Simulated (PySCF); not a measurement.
H2ClFSe2Si, SMILES F[Si](Cl)([SeH])[SeH], CAM-B3LYP/def2-SVP optimised geometry.

```
7

F      1.50     0.76     1.40
Si     0.89     0.25     0.00
Cl     1.43    -1.72    -0.21
Se     1.86     1.64    -1.50
Se    -1.36     0.25     0.00
H      1.05     1.11    -2.61
H     -1.43     1.72     0.00
```

Density from PySCF 2.14.0 with CAM-B3LYP/def2-TZVP at that geometry.

Minimum of the electron density along straight lines between bonded atoms, close to the bond critical point (lines longer than 1.1 times the sum of covalent radii, or with two minima, are not listed):

```json
[
 {"bond": "F1–Si2", "length / Å": "1.613", "ρ at the minimum / e bohr⁻³": "?", "∇²ρ there / e bohr⁻⁵": "?", "position (fraction from the first atom)": "0.58"},
 {"bond": "Si2–Cl3", "length / Å": "2.050", "ρ at the minimum / e bohr⁻³": "0.103", "∇²ρ there / e bohr⁻⁵": "0.20", "position (fraction from the first atom)": "0.36"},
 {"bond": "Si2–Se4", "length / Å": "2.259", "ρ at the minimum / e bohr⁻³": "0.100", "∇²ρ there / e bohr⁻⁵": "-0.06", "position (fraction from the first atom)": "0.36"},
 {"bond": "Si2–Se5", "length / Å": "2.255", "ρ at the minimum / e bohr⁻³": "0.101", "∇²ρ there / e bohr⁻⁵": "-0.06", "position (fraction from the first atom)": "0.36"},
 {"bond": "Se4–H6", "length / Å": "1.469", "ρ at the minimum / e bohr⁻³": "0.176", "∇²ρ there / e bohr⁻⁵": "-0.32", "position (fraction from the first atom)": "0.63"},
 {"bond": "Se5–H7", "length / Å": "1.470", "ρ at the minimum / e bohr⁻³": "0.176", "∇²ρ there / e bohr⁻⁵": "-0.32", "position (fraction from the first atom)": "0.63"}
]
```

Q: Complete the blanks.

A: 
- F1–Si2, ρ at the minimum / e bohr⁻³: 0.136
- F1–Si2, ∇²ρ there / e bohr⁻⁵: 0.92
